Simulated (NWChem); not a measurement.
## Total energies of CH₃S

```
C
H 1 1.0895
H 1 1.0902 2 120.88
S 1 1.7219 2 121.85 3 169.31
H 4 1.3501 1 98.03 2 10.91
```
Charge 0, spin multiplicity 2.

All runs are NWChem calculations. Structure: optimised with UPBE0/def2-SVP, a minimum by its harmonic frequencies. It is one conformer; others weren't searched.

Basis set: def2-SVP (47 functions).

| method | total energy (Ha) |
|---|---|
| UHF | -436.93881 |
| UMP2 | -437.19248 |
| UB2PLYP | -437.68914 |
| UPBE | -437.65129 |
| UB3LYP | -437.90131 |
| UTPSS | -437.91702 |

Total energies of different functionals aren't comparable as a measure of quality: only differences taken within one method are. 

The correlated methods keep 6 core orbitals frozen. B3LYP has NWChem's definition, with VWN1-RPA local correlation. The structure started from a generated list of species. The stability of the SCF solutions was not checked. Open-shell Hartree-Fock references start from PBE0 orbitals.
